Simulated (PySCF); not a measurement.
C6H5FO2.
SMILES: `Cc1cc(F)oc(=O)c1`

The closed-shell SCF was solved with PySCF and density fitting under several settings on one GFN2-xTB geometry (grid level 2 and gas phase unless stated).

| settings | basis functions | SCF cycles | E (Eh) | HOMO (eV) | LUMO (eV) | dipole (D) |
| --- | --- | --- | --- | --- | --- | --- |
| PBE0/pcSseg-1 | 178 | 15 | -481.3583 | -7.09 | -1.70 | 5.14 |
| PBE0/def2-SVPD | 229 | 15 | -481.0809 | -7.13 | -1.76 | 5.26 |

**Question.** Estimate the rows for these settings: (1) PBE0/pcSseg-1, IEF-PCM benzene; (2) HSE06/cc-pVDZ, start guess sap; (3) KT3/aug-cc-pVDZ, IEF-PCM acetonitrile, start guess huckel.

**Answer.** 
```json
{"settings": "PBE0/pcSseg-1, IEF-PCM benzene", "basis functions": "178", "SCF cycles": "14", "E (Eh)": "-481.3635", "HOMO (eV)": "-7.03", "LUMO (eV)": "-1.62", "dipole (D)": "5.89"}
{"settings": "HSE06/cc-pVDZ, start guess sap", "basis functions": "151", "SCF cycles": "19", "E (Eh)": "-481.4810", "HOMO (eV)": "-6.43", "LUMO (eV)": "-1.80", "dipole (D)": "4.75"}
{"settings": "KT3/aug-cc-pVDZ, IEF-PCM acetonitrile, start guess huckel", "basis functions": "252", "SCF cycles": "17", "E (Eh)": "-488.9618", "HOMO (eV)": "-5.90", "LUMO (eV)": "-2.34", "dipole (D)": "6.81"}
```

**Question.** Over all rows, what range does the HOMO–LUMO gap span?

**Answer.** From 3.56 eV (KT3/aug-cc-pVDZ, IEF-PCM acetonitrile, start guess huckel) to 5.41 eV (PBE0/pcSseg-1, IEF-PCM benzene). The functional of the narrowest has no exact exchange, that of the widest 25 % exact exchange.

**Question.** And the dipole moment?

**Answer.** From 4.75 D (HSE06/cc-pVDZ, start guess sap) to 6.81 D (KT3/aug-cc-pVDZ, IEF-PCM acetonitrile, start guess huckel); the largest is 1.43 times the smallest, and the median is 5.26 D.

**Question.** Compare two rows with the functional PBE0: PBE0/pcSseg-1 and PBE0/def2-SVPD. Which energy is lower, and by how much?

**Answer.** PBE0/pcSseg-1 (178 functions) lies 0.2774 Eh or 174 kcal/mol below PBE0/def2-SVPD (229 functions). The smaller set gives the lower energy; the two sets aren't nested, so the variational bound doesn't order them by size.

Cycle counts include a coarse-grid stage where the run had one. KT3 was designed for NMR shieldings or shifts; total energies of different functionals aren't comparable. Geometry: GFN2-xTB; no vibrations or thermal averaging.
